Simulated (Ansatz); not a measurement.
`CB(O)O`, relaxed with RKS PBE0-D4/def2-TZVP in the Gaussian-basis code of Ansatz from a PBE-D4/def2-SVP geometry. The force threshold is 0.005 eV/Å; the program also tests the step.

The species carries charge 0 and has multiplicity 1.

Start:

```xyz
9

C     1.217   -0.042   -0.279
B    -0.323    0.016    0.053
O    -0.762    0.984    0.933
O    -1.159   -0.911   -0.535
H     1.639    0.973   -0.425
H     1.763   -0.488    0.580
H     1.434   -0.658   -1.172
H    -1.717    0.956    1.117
H    -2.093   -0.829   -0.271
```

```csv
step,energy (eV),largest force (eV/Å),largest move (Å)
1,-5887.9237,0.707,0.000
2,-5887.9499,0.254,0.016
3,-5887.9529,0.038,0.006
4,-5887.9531,0.073,0.013
5,-5887.9532,0.016,0.007
6,-5887.9533,0.002,0.006
7,-5887.9533,0.022,0.017
8 (rejected),-5887.9532,0.053,0.044
9,-5887.9533,0.016,0.022
10,-5887.9534,0.029,0.020
11,-5887.9534,0.022,0.001
12,-5887.9534,0.000,0.005
13,-5887.9534,0.005,0.017
14 (rejected),-5887.9533,0.052,0.054
15,-5887.9535,0.011,0.026
16,-5887.9535,0.011,0.009
17,-5887.9535,0.013,0.018
18,-5887.9535,0.011,0.004
19,-5887.9535,0.005,0.005
20,-5887.9535,0.003,0.001
```

End:

```xyz
9

C     1.211   -0.035   -0.276
B    -0.319    0.022    0.053
O    -0.779    1.036    0.850
O    -1.133   -0.957   -0.454
H     1.664    0.958   -0.281
H     1.726   -0.617    0.496
H     1.406   -0.527   -1.230
H    -1.718    1.017    1.047
H    -2.058   -0.897   -0.206
```

Run time 83 s (2 threads of a server CPU on a shared host); peak host memory 0.41 GiB.
